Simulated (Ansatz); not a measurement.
Steps of a relaxation of C2H5ClO2Si (`O=CC[SiH](O)Cl`) with RKS PBE-D4/def2-SVP.

```sh
$ ansatz run in.yaml --threads 4 --pin off --events-out ev --progress --plain --max-ram 10444MiB
```

```yaml
crystal:
  periodic: [false, false, false]
  atoms:
    - {symbol: O, position_ang: [-1.920400, 1.369900, 0.184700]}
    - {symbol: C, position_ang: [-1.342400, 0.831200, 1.048100]}
    - {symbol: C, position_ang: [-0.076200, 0.105800, 0.830100]}
    - {symbol: Si, position_ang: [0.580700, -0.129800, -0.898300]}
    - {symbol: O, position_ang: [2.017200, -0.840900, -1.022900]}
    - {symbol: Cl, position_ang: [-0.677300, -1.513200, -1.825200]}
    - {symbol: H, position_ang: [-1.674300, 0.854000, 2.096000]}
    - {symbol: H, position_ang: [0.756200, 0.678000, 1.395400]}
    - {symbol: H, position_ang: [-0.144300, -0.851700, 1.379400]}
    - {symbol: H, position_ang: [0.519400, 1.102100, -1.677100]}
    - {symbol: H, position_ang: [2.026700, -1.662300, -1.489700]}
basis:
  gaussian: {orbitals: def2-SVP}
hamiltonian: {xc: pbe, dispersion: d4}
relax: {f_tol: 0.03, max_steps: 200}
```

Positions (Å) and forces (eV/Å) along the path, 12 of 17 steps:

```xyz
11
step=1 energy=-26624.6054 eV
O    -1.920    1.370    0.185   -2.620    2.167   -3.042
C    -1.342    0.831    1.048    1.937   -1.254    1.588
C    -0.076    0.106    0.830    2.216   -0.096    1.208
Si    0.581   -0.130   -0.898   -2.306    0.149   -0.448
O     2.017   -0.841   -1.023    2.097    0.628    1.002
Cl   -0.677   -1.513   -1.825   -0.415   -0.159   -0.172
H    -1.674    0.854    2.096   -0.479    0.012    1.068
H     0.756    0.678    1.395   -0.809   -0.516   -0.322
H    -0.144   -0.852    1.379    0.196   -0.287    0.069
H     0.519    1.102   -1.677    0.124    0.650   -0.254
H     2.027   -1.662   -1.490    0.058   -1.295   -0.695
11
step=2 energy=-26624.9302 eV
O    -1.926    1.400    0.145   -0.184    0.448   -0.218
C    -1.302    0.875    1.039   -0.227   -0.863   -0.002
C    -0.033    0.098    0.841    0.760    0.123    0.516
Si    0.511   -0.172   -0.938   -1.161    0.472   -0.274
O     2.024   -0.800   -0.980    0.890   -0.413    0.103
Cl   -0.802   -1.527   -1.877    0.188    0.198    0.173
H    -1.705    0.818    2.092   -0.043    0.331    0.167
H     0.787    0.647    1.395   -0.221   -0.194   -0.271
H    -0.093   -0.865    1.392   -0.083   -0.041    0.037
H     0.495    1.125   -1.663   -0.012    0.074   -0.166
H     2.109   -1.657   -1.425    0.094   -0.134   -0.065
11
step=5 energy=-26624.9991 eV
O    -1.949    1.344    0.129    0.063   -0.076    0.081
C    -1.322    0.826    1.035   -0.079    0.063    0.050
C    -0.019    0.085    0.855    0.019    0.041    0.062
Si    0.501   -0.148   -0.946   -0.068    0.127    0.025
O     2.030   -0.823   -0.952    0.095   -0.124    0.019
Cl   -0.824   -1.466   -1.862   -0.048   -0.064   -0.044
H    -1.694    0.890    2.108    0.013    0.001   -0.123
H     0.775    0.653    1.399   -0.015   -0.043   -0.025
H    -0.069   -0.894    1.384    0.012    0.007    0.000
H     0.515    1.139   -1.700    0.002    0.021   -0.032
H     2.121   -1.665   -1.431    0.007    0.047   -0.010
11
step=7 energy=-26624.9561 eV rejected
O    -1.931    1.274    0.076   -0.072    0.068   -0.048
C    -1.322    0.832    1.031    0.120   -0.055   -0.116
C    -0.013    0.091    0.905    0.029   -0.075   -0.076
Si    0.487   -0.167   -0.905    0.136   -0.181   -0.106
O     1.993   -0.924   -0.846    0.166   -1.246   -1.629
Cl   -0.867   -1.458   -1.850    0.090    0.102    0.077
H    -1.730    0.956    2.073   -0.020    0.014    0.172
H     0.798    0.647    1.428   -0.031    0.068    0.049
H    -0.072   -0.880    1.448   -0.001    0.023   -0.056
H     0.543    1.112   -1.691   -0.016   -0.101    0.052
H     2.179   -1.540   -1.648   -0.402    1.382    1.680
11
step=8 energy=-26625.0170 eV
O    -1.948    1.299    0.106    0.005    0.000    0.015
C    -1.321    0.830    1.036    0.012   -0.009   -0.065
C    -0.013    0.092    0.879   -0.058    0.011   -0.058
Si    0.493   -0.157   -0.928    0.072   -0.062    0.090
O     1.997   -0.899   -0.862   -0.040   -0.257   -0.235
Cl   -0.844   -1.460   -1.860   -0.017    0.008   -0.008
H    -1.706    0.931    2.095    0.007    0.000    0.041
H     0.785    0.653    1.417    0.029    0.023    0.024
H    -0.066   -0.888    1.405    0.004    0.008   -0.009
H     0.538    1.117   -1.710    0.000   -0.019   -0.011
H     2.150   -1.574   -1.557   -0.015    0.297    0.216
11
step=10 energy=-26625.0153 eV rejected
O    -1.945    1.325    0.109    0.036   -0.011    0.024
C    -1.321    0.848    1.038   -0.037    0.001   -0.012
C    -0.028    0.084    0.882   -0.004    0.004   -0.034
Si    0.478   -0.203   -0.915    0.040   -0.095    0.057
O     1.959   -0.990   -0.791    0.305   -0.534   -1.289
Cl   -0.893   -1.477   -1.844    0.013    0.054    0.017
H    -1.696    0.963    2.101    0.023   -0.003   -0.018
H     0.781    0.633    1.416    0.007    0.016    0.007
H    -0.097   -0.890    1.417   -0.013    0.004    0.000
H     0.569    1.049   -1.732   -0.007   -0.030    0.002
H     2.258   -1.399   -1.661   -0.362    0.595    1.248
11
step=12 energy=-26625.0434 eV
O    -1.925    1.353    0.112   -0.004    0.011   -0.005
C    -1.318    0.847    1.036    0.001   -0.024   -0.022
C    -0.028    0.079    0.878   -0.012   -0.022   -0.012
Si    0.471   -0.213   -0.920   -0.002    0.041    0.022
O     1.950   -0.989   -0.803    0.028   -0.084   -0.087
Cl   -0.916   -1.470   -1.836   -0.017   -0.009   -0.012
H    -1.706    0.935    2.096    0.004    0.006    0.016
H     0.782    0.636    1.401    0.029    0.022    0.019
H    -0.091   -0.890    1.421   -0.009    0.006    0.003
H     0.560    1.040   -1.736   -0.002   -0.026   -0.005
H     2.284   -1.386   -1.630   -0.015    0.077    0.084
11
step=13 energy=-26625.0422 eV rejected
O    -1.914    1.344    0.095    0.019   -0.006    0.025
C    -1.320    0.839    1.029    0.002    0.011    0.004
C    -0.027    0.072    0.891    0.050    0.010    0.122
Si    0.467   -0.239   -0.904   -0.055   -0.086   -0.078
O     1.929   -1.048   -0.806    0.016   -0.021    0.004
Cl   -0.952   -1.439   -1.854    0.005   -0.013    0.064
H    -1.720    0.933    2.085    0.000    0.002   -0.011
H     0.784    0.653    1.397   -0.058    0.003   -0.056
H    -0.079   -0.870    1.485   -0.011   -0.002   -0.111
H     0.589    0.997   -1.731    0.011    0.108   -0.001
H     2.309   -1.299   -1.667    0.021   -0.006    0.038
11
step=14 energy=-26625.0460 eV
O    -1.919    1.361    0.111    0.013   -0.021    0.012
C    -1.317    0.846    1.034    0.008    0.033    0.001
C    -0.029    0.076    0.879   -0.019   -0.009   -0.016
Si    0.466   -0.222   -0.918    0.018    0.001    0.008
O     1.940   -1.010   -0.797   -0.005   -0.018   -0.048
Cl   -0.933   -1.469   -1.833   -0.010   -0.001    0.001
H    -1.704    0.937    2.095   -0.009   -0.004    0.002
H     0.783    0.634    1.401    0.002    0.009    0.000
H    -0.094   -0.891    1.427   -0.004   -0.003   -0.001
H     0.564    1.024   -1.743    0.005   -0.019    0.006
H     2.307   -1.343   -1.635    0.001    0.032    0.036
11
step=15 energy=-26625.0473 eV
O    -1.913    1.365    0.109   -0.016    0.020   -0.010
C    -1.312    0.854    1.035   -0.001   -0.023   -0.011
C    -0.033    0.069    0.879    0.014   -0.004    0.013
Si    0.462   -0.234   -0.917   -0.012    0.000   -0.011
O     1.935   -1.023   -0.797    0.000    0.000   -0.012
Cl   -0.947   -1.475   -1.824    0.002   -0.002    0.005
H    -1.697    0.954    2.096    0.007    0.004    0.001
H     0.784    0.618    1.403    0.005   -0.004    0.001
H    -0.112   -0.898    1.424   -0.003   -0.002    0.009
H     0.562    1.007   -1.748    0.011   -0.002    0.001
H     2.337   -1.296   -1.640   -0.007    0.012    0.014
11
step=16 energy=-26625.0472 eV rejected
O    -1.907    1.371    0.108   -0.038   -0.012   -0.020
C    -1.312    0.855    1.033    0.065    0.073    0.018
C    -0.037    0.062    0.878   -0.005   -0.030    0.015
Si    0.457   -0.240   -0.918   -0.009   -0.013    0.003
O     1.932   -1.024   -0.799   -0.020    0.014    0.059
Cl   -0.954   -1.486   -1.816    0.008    0.009   -0.001
H    -1.687    0.972    2.096   -0.012   -0.030   -0.009
H     0.783    0.604    1.406   -0.008    0.000   -0.001
H    -0.124   -0.905    1.422    0.004   -0.002    0.001
H     0.562    1.000   -1.748   -0.005    0.007   -0.010
H     2.352   -1.265   -1.641    0.023   -0.015   -0.056
11
step=17 energy=-26625.0475 eV
O    -1.911    1.367    0.108    0.001    0.010   -0.003
C    -1.311    0.856    1.034   -0.009   -0.022    0.003
C    -0.034    0.066    0.879    0.006    0.010    0.006
Si    0.459   -0.237   -0.917    0.000   -0.009    0.001
O     1.932   -1.024   -0.797    0.015   -0.008   -0.020
Cl   -0.951   -1.480   -1.820    0.002    0.005    0.001
H    -1.694    0.959    2.095    0.004    0.007   -0.001
H     0.785    0.612    1.403    0.000   -0.003   -0.002
H    -0.117   -0.900    1.426   -0.004    0.000    0.000
H     0.565    1.004   -1.748   -0.004    0.001   -0.003
H     2.344   -1.281   -1.641   -0.011    0.009    0.020
```

It took 27 s on 4 threads of an Arm Neoverse V1 on a shared host, with 0.16 GiB of host memory at the peak.
